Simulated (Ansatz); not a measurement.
The same molecule with X = O, Se, Te. Ansatz, PBE0-D4/def2-TZVP geometries, multiplicity 2. Each molecule was computed in one conformer, which needn't be the lowest.

Elements past krypton have def2 core potentials. Scalar relativity is left out up to krypton.

```tsv
X	molecule	mean X–C bond length / Å	size of the dipole moment (PBE/def2-TZVPP) / D	zero-point energy (PBE0-D4/def2-TZVP) / kJ/mol	ideal-gas entropy at 298 K and 1 bar (rigid rotor, harmonic PBE0-D4/def2-TZVP) / J/(mol·K)
Se	`C=CC[Se]`•	1.953	1.38	183.7	319
Te	`C=CC[Te]`•	2.164	1.18	183.4	328
```

Give the row for X = O, `C=CC[O]`•. (An estimate is asked.)

Computed: 
| X | molecule | mean X–C bond length / Å | size of the dipole moment (PBE/def2-TZVPP) / D | zero-point energy (PBE0-D4/def2-TZVP) / kJ/mol | ideal-gas entropy at 298 K and 1 bar (rigid rotor, harmonic PBE0-D4/def2-TZVP) / J/(mol·K) |
| --- | --- | --- | --- | --- | --- |
| O | `C=CC[O]`• | 1.356 | 2.12 | 185.8 | 292 |

From O to Te the mean X–C bond length rises at each step, by 0.808 Å in all; the zero-point energy (PBE0-D4/def2-TZVP) falls at each step, by 2.4 kJ/mol in all; the ideal-gas entropy at 298 K and 1 bar (rigid rotor, harmonic PBE0-D4/def2-TZVP) rises at each step, by 36 J/(mol·K) in all. Bonds lengthen as the atom grows down the group. Dipoles are sizes alone, and their direction can turn along the series.
